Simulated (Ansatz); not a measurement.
Computed with Ansatz on PBE0-D4/def2-TZVP structures; ΔE is electronic, products minus reactants. CCSD(T)/CBS is the MP2 limit (def2-TZVPP, def2-QZVPP) plus CCSD(T) − MP2 in def2-TZVPP, frozen cores. DFT in def2-TZVPP. def2 core potentials past Kr. For Ga, Zr outer-core shells are correlated without core-valence functions, which leaves a few kJ/mol of doubt a bond. Scalar relativity is left out up to krypton. One conformer a species, not always the lowest.

Consider the redistribution: `C[O][Ga]([SH])[O][SiH3]` + `C#[C][Zr]([OH])([OH])[F]` → `[OH][Ga]([SH])[O][SiH3]` + `C#[C][Zr]([OH])([F])[O]C`.

```
                   species  r2SCAN-D4 energy (Eh)
 `C[O][Ga]([SH])[O][SiH3]`            -2805.37462
`C#[C][Zr]([OH])([OH])[F]`             -375.54930
 `[OH][Ga]([SH])[O][SiH3]`            -2766.09353
`C#[C][Zr]([OH])([F])[O]C`             -414.83697
```

Problem. Work out ΔE.

Solution. ΔE = (-2766.09353) + (-414.83697) − (-2805.37462) − (-375.54930) = -0.00658 Eh = -17.3 kJ/mol. CCSD(T)/CBS gives -16.7 kJ/mol.

Largest T1 diagnostic among the species: 0.017.

The D4 term adds +4.1 kJ/mol with B3LYP and +2.3 kJ/mol with PBE0; it sums over pairs of atoms, weighted by their polarisabilities, and B3LYP, whose exchange is more repulsive, gets the larger term.

B3LYP here is the variant with VWN-RPA as its local correlation; programs differ in this.
